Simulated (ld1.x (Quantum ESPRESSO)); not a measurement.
## Ni, TM: configuration errors across variants

```json
{"Element": "Ni", "Generator": "ld1.x (Quantum ESPRESSO) 7.5", "Type": "norm-conserving Troullier–Martins (Kleinman–Bylander form)", "Functional": "PBEsol", "Relativity": "scalar-relativistic", "Frozen core": "[Ne] 3s2", "Valence charge": "16", "Reference configuration": "3p6 3d8 4s2 4p0", "Partial waves": "4s (bound): rc 2.25 bohr; 3p (bound): rc 1.25 bohr; 3d (bound): rc 1.25 bohr", "Local potential": "the d channel", "Core correction": "Bessel-smoothed model core inside 0.95 bohr"}
```

All-electron excitation energies from the reference (eV): (1) 3p6 3d8 4s1 4p0 9.337; (2) 3p6 3d8 4s0 4p0 26.597; (3) 3p6 3d7 4s0 4p0 64.034; (4) 3p5 3d8 4s2 4p0 79.395; (5) 3p6 3d9 4s1 4p0 -1.608; (6) 3p6 3d9 4s0 4p0 6.264; (7) 3p6 3d8 4s0 4p2 9.542.

Tests that are not counted but printed errors over 1 eV. “all radii but the core radius scaled by about 0.88 (s 1.98, p 1.10, d 1.10 bohr)”: 3p5 3d8 4s2 4p0 (solver errors, printed error -2892 eV). “wave 3d (bound): rc 1.25 bohr becomes 3d (bound): rc 1.04 bohr”: 3p5 3d8 4s2 4p0 (solver errors, printed error -17.9 eV).

3 further variants failed, have other tests or another functional or relativity, and are left out.

A true bound ghost makes a file unfit for plane-wave use even where its test errors are small: the radial tests pick states by their node count and pass the ghost by. Where a test does run into it, the solver fails or the error is huge.

Errors AE − PS in meV (a dash: test not solved or not reliable):

| change | (1) | (2) | (3) | (4) | (5) | (6) | (7) | bound ghosts |
| --- | --- | --- | --- | --- | --- | --- | --- | --- |
| base | -5.1 | -42 | -5.3 | -118 | -53 | -117 | -214 | s |
| local potential the p channel | -5.9 | -41 | +22 | -126 | -40 | -94 | +10 | s |
| wave 4s (bound): rc 2.25 bohr becomes 4s (bound): rc 1.36 bohr | -0.5 | -7.4 | -53 | -76 | -25 | -46 | -191 | s |
| wave 3p (bound): rc 1.25 bohr becomes 3p (bound): rc 1.32 bohr | -5.2 | -42 | -5.5 | -113 | -53 | -117 | -219 | s |
| core correction Bessel-smoothed model core inside 1.06 bohr | -5.1 | -42 | -5.3 | -118 | -53 | -117 | -214 | s |
| all radii but the core radius scaled by about 0.88 (s 1.98, p 1.10, d 1.10 bohr) | -5.8 | -45 | +37 | – | -54 | -129 | -107 | s |
| wave 3d (bound): rc 1.25 bohr becomes 3d (bound): rc 1.04 bohr | -5.3 | -45 | +16 | – | -43 | -111 | -82 | s |

(1) Give the same row for: type ultrasoft; waves now 4s (bound): rcut 1.95, rcutus 2.25 bohr; 4s channel at 4.05 Ry: rcut 1.95, rcutus 2.25 bohr; 3p (bound): rcut 1.10, rcutus 1.25 bohr; 4p (bound): rcut 1.10, rcutus 1.25 bohr; 3d (bound): rcut 1.10, rcutus 1.25 bohr; 3d channel at 1.9 Ry: rcut 1.10, rcutus 1.25 bohr; local potential all-electron potential smoothed inside 1.85 bohr (lloc = -2); augmentation built from norm-conserving waves at rcut, not smoothed further.

Results:

(1) -118, -54, -362, -1010, -289, -461, -1476; bound ghosts: not determined.
